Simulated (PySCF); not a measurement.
Species: C9H12O.
Numbering: `[CH3:1][CH:2]([CH3:3])[O:4][c:5]1[cH:6][cH:7][cH:8][cH:9][cH:10]1` (hydrogens: H11, H12, H13 on C1; H14 on C2; H15, H16, H17 on C3; H18 on C6; H19 on C7; H20 on C8; H21 on C9; H22 on C10)

Level: PBE0/pcSseg-1 in PySCF, non-relativistic, on one gas-phase PBE0-D3(BJ)/def2-SVP geometry that isn't relaxed in the solvent. The solvent is an IEF-PCM continuum (Bondi radii, 1.10 Å for H, scaled by 1.2). Only the electrostatic response of the medium enters.

Gas phase at PBE0/pcSseg-1: HOMO -6.33 eV, LUMO -0.15 eV, dipole 1.53 D.

Question: What does the continuum do to the energy, the frontier levels and the dipole at PBE0/pcSseg-1 in cyclohexane, chloroform and acetone?

Answer: 
| solvent | ε | E(solvent) − E(gas) (kJ/mol) | polarisation term (kJ/mol) | distortion of the solute (kJ/mol) | HOMO (eV) | LUMO (eV) | dipole (D) |
| --- | --- | --- | --- | --- | --- | --- | --- |
| cyclohexane | 2.017 | -7.03 | -7.36 | 0.33 | -6.37 | -0.19 | 1.73 |
| chloroform | 4.711 | -13.25 | -14.52 | 1.27 | -6.42 | -0.24 | 1.91 |
| acetone | 20.49 | -18.27 | -20.82 | 2.55 | -6.48 | -0.29 | 2.08 |

The first energy column is the sum of the next two and covers electrostatics alone. From cyclohexane to acetone the lowering changes by a factor 2.60, Onsager's factor (ε − 1)/(2ε + 1) by 2.30 and ε itself by 10.2.

Question: Which radius a makes the point-dipole formula ΔE = −[(ε − 1)/(2ε + 1)]·μ²/a³ give the value in acetone, with the gas-phase dipole?

Answer: μ = 0.602 au and |ΔE| = 0.00696 Eh give a = 1.53 Å; the farthest nucleus lies 4.46 Å from the centroid of the nuclei, so such a sphere wouldn't even hold the nuclei. The formula assumes a rigid point dipole at the centre of a sphere.

Question: Which IAO charges (PBE0/pcSseg-1) respond most in acetone (means over atoms taken as equivalent)?

Answer: 
| atoms | environment | gas (e) | solvent (e) | change |
| --- | --- | --- | --- | --- |
| C8 | aromatic CH carbon | -0.179 | -0.190 | -0.011 |
| H19/H21 | aromatic hydrogen | +0.150 | +0.161 | +0.011 |
| O4 | aryl ether oxygen | -0.338 | -0.348 | -0.010 |
| H18/H22 | aromatic hydrogen | +0.151 | +0.161 | +0.010 |
| H14 | methine hydrogen | +0.118 | +0.129 | +0.011 |
| C7/C9 | aromatic CH carbon | -0.140 | -0.150 | -0.010 |
| H20 | aromatic hydrogen | +0.148 | +0.158 | +0.010 |
| C6/C10 | aromatic CH carbon | -0.204 | -0.213 | -0.009 |
| C5 | aromatic carbon bearing oxygen | +0.205 | +0.199 | -0.006 |
| C1/C3 | methyl carbon | -0.419 | -0.423 | -0.004 |
| C2 | sp3 carbon bound to oxygen | +0.104 | +0.101 | -0.003 |
| H11 (×6) | methyl hydrogen | +0.144 | +0.146 | +0.002 |

Question: Which Mayer bond orders change most in acetone?

Answer: 
```json
{"bond": "C2–O4", "length (Å)": "1.420", "gas": "0.843", "solvent": "0.825", "change": "-0.018"}
{"bond": "C5–C6", "length (Å)": "1.403", "gas": "1.385", "solvent": "1.377", "change": "-0.008"}
{"bond": "C8–C9", "length (Å)": "1.391", "gas": "1.449", "solvent": "1.441", "change": "-0.008"}
{"bond": "C10–H22", "length (Å)": "1.090", "gas": "0.941", "solvent": "0.937", "change": "-0.004"}
{"bond": "C1–C2", "length (Å)": "1.519", "gas": "1.041", "solvent": "1.044", "change": "+0.003"}
{"bond": "O4–C5", "length (Å)": "1.349", "gas": "1.022", "solvent": "1.024", "change": "+0.002"}
{"bond": "C7–C8", "length (Å)": "1.397", "gas": "1.404", "solvent": "1.402", "change": "-0.002"}
{"bond": "C2–H14", "length (Å)": "1.106", "gas": "0.923", "solvent": "0.921", "change": "-0.002"}
```

Conformer computed: `[CH3:1][CH:2]([CH3:3])[O:4][c:5]1[cH:6][cH:7][cH:8][cH:9][cH:10]1`: C1–C2–O4–C5 78°, C2–O4–C5–C6 -178°.
